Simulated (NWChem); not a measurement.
Species: diiodomethane (CH$_{2}$I$_{2}$); SMILES ICI

```xyz
5

I      1.8134     0.0000     0.0903
C      0.0000     0.0000    -1.0422
I     -1.8134     0.0000     0.0903
H      0.0000     0.9029    -1.6605
H      0.0000    -0.9029    -1.6605
```
Atoms are numbered in this order, from 1.

Coordinates come from a PBE0/def2-SVP optimisation. No frequency run checked for a minimum. def2 effective core potentials on I; no spin-orbit coupling.

Symmetry labels are those of C2v in the frame above (b1 and b2, or b-type labels, depend on it).

Problem. List the 4 lowest vertical singlet excitations from CAM-B3LYP/def2-SVPD with def2 effective core potentials on I, TDA (NWChem).

Solution. 
```csv
state,energy (eV),oscillator strength,symmetry,leading excitation (squared amplitude)
S1,4.33,0.028,b1,HOMO → LUMO (0.89)
S2,4.46,0.000,b2,HOMO−1 → LUMO (0.91)
S3,4.60,0.000,a2,HOMO−2 → LUMO (0.88)
S4,4.78,0.000,a1,HOMO−3 → LUMO (0.82)
```
